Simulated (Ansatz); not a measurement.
ClGa, triplet, geometry from GFN2-xTB (such geometries of metal compounds can be far from the true shape) (the spin is typed, not shown lowest); R2SCAN/6-311G** in Ansatz (a program for electronic structure).

The Ansatz input:
Ansatz 0.2 input:
```yaml
crystal:
  periodic: [false, false, false]
  atoms:
    - {symbol: Ga, position_ang: [-0.00000000, -0.00000000, -0.78750881]}
    - {symbol: Cl, position_ang: [0.00000000, 0.00000000, 1.43604548]}
basis:
  gaussian:
    orbitals: 6-311G__.json
hamiltonian:
  xc: r2scan
magnetization: {spin_polarized: true, initial_magnetization: 2}
accuracy: high
```
The basis file holds 6-311G** in the JSON format of the Basis Set Exchange.

Output, abridged:

```
Functional definition: r2SCAN
1019 factors; integrals over basis functions are off by at most 4.9e-9 eV
mean field evaluation 1: about -64896.1191 eV, gradient 1.6e1 eV
mean field evaluation 2: about -64893.7727 eV, gradient 3.1e1 eV
mean field evaluation 4: about -64896.9451 eV, gradient 1.1e0 eV
mean field evaluation 8: about -64896.9507 eV, gradient 3.5e-2 eV
mean field evaluation 16: about -64896.9508 eV, gradient 5.9e-6 eV
mean field evaluation 32: about -64892.2017 eV, gradient 1.6e1 eV
mean field evaluation 64: about -64894.2991 eV, gradient 4.4e-1 eV
mean field -64896.95075367 eV, -2384.9189514642 hartree, gradient 1.3e-8 eV, S^2 2.004240; 7 other end points of the search recorded, 0 dependent functions left out
reference -64896.95076071 eV, -2384.9189517228 hartree; 25, 23 occupied and 46, 48 virtual orbitals, 1019 factors
Total energy: -64896.95076071 eV, -2384.9189517228 hartree
```
